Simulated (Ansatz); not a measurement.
`[GaH2][NH][SiH2][SiH2][GeH3]` + `B[SiH2][SiH3]` → `[SiH3][SiH2][SiH2][SiH2][GeH3]` + `B[NH][GaH2]`  (redistribution)

Calculated with Ansatz (gas phase, PBE0-D4/def2-TZVP geometries, no zero-point term in ΔE). CCSD(T)/CBS is the MP2 limit (def2-TZVPP, def2-QZVPP) plus CCSD(T) − MP2 in def2-TZVPP, frozen cores. DFT in def2-TZVPP. For Ga, Ge outer-core shells are correlated without core-valence functions, which leaves a few kJ/mol of doubt a bond. Scalar relativity is left out up to krypton. Each species was taken in one conformer, which may not be the lowest.

```csv
level,ΔE (kcal/mol)
LDA (SPW92),-27.6
r2SCAN0-D4,-27.2
PBE-QIDH,-27.6
HF/CBS(def2),-27.3
```

(1) What does CCSD(T)/CBS give? (Best estimate.)

Largest T1 diagnostic among the species: 0.014.

Results:

(1) The calculation gave: -26.4 kcal/mol. The listed levels differ from it by -1.2, -0.8, -1.2, -0.9 kcal/mol.

At CCSD(T), def2-SVP lies −5.9 kcal/mol from the extrapolated value and def2-TZVPP −0.4 kcal/mol. Leaving LDA and LC-ωPBE aside and taking each functional with its dispersion term where it has one, the values, not all of them listed here, spread over 1.9 kcal/mol, from PBE-D4 to BHLYP-D4. LDA lies +1.6 kcal/mol from PBE without D4.
